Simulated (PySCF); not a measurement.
## Which functional comes closest?

Molecule: SMILES CSc1ccco1, C5H6OS.

Numbering as in the mapped SMILES `[CH3:1][S:2][c:3]1[cH:4][cH:5][cH:6][o:7]1`; H(Xn) means a hydrogen on atom n.

Geometry PBE0-D3(BJ)/def2-SVP throughout; GIAO in PySCF 2.14.0 with density-fitted response routines, gas phase, one conformer, non-relativistic; equivalent atoms averaged; basis pcSseg-1.

Reference values (estimated from measurements, as parent shift plus tabulated substituent increments; solution, not stated per compound (mostly CDCl3 or CCl4); Pretsch, Buehlmann, Badertscher, Structure Determination of Organic Compounds, 4th ed. (2009)): δ(H(C4)) = 6.43 ppm, δ(H(C5)) = 6.39 ppm, δ(H(C6)) = 7.55 ppm. Computed shifts are taken against TMS, calculated as an isolated molecule at each level.

How do the functionals PBE, OPBE, KT3, B97-D, PBE0, WP04, CAM-B3LYP, wB97X-D, LC-wPBE perform against the reference? Times are CPU seconds on shared hosts with different chips, so compare them loosely.

Results:


```tsv
functional	kind	H(C4)	H(C5)	H(C6)	mean abs. error H	core-s
PBE	GGA	6.04	6.42	7.27	0.23	24
OPBE	GGA	6.09	6.47	7.35	0.21	24
KT3	GGA	5.97	6.33	7.34	0.24	26
B97-D	GGA	5.98	6.36	7.25	0.26	26
PBE0	global hybrid	6.18	6.55	7.36	0.20	24
WP04	global hybrid	5.96	6.28	7.15	0.33	17
CAM-B3LYP	range-separated hybrid	6.17	6.53	7.32	0.21	26
wB97X-D	range-separated hybrid	6.22	6.56	7.34	0.20	22
LC-wPBE	range-separated hybrid	6.29	6.64	7.34	0.20	30
```

For 1H the closest is wB97X-D (0.20 ppm, with PBE0, LC-wPBE, OPBE, CAM-B3LYP practically level) and the furthest WP04 (0.33 ppm). One molecule is a small sample, and vibrational and solvent effects are absent from the calculation.
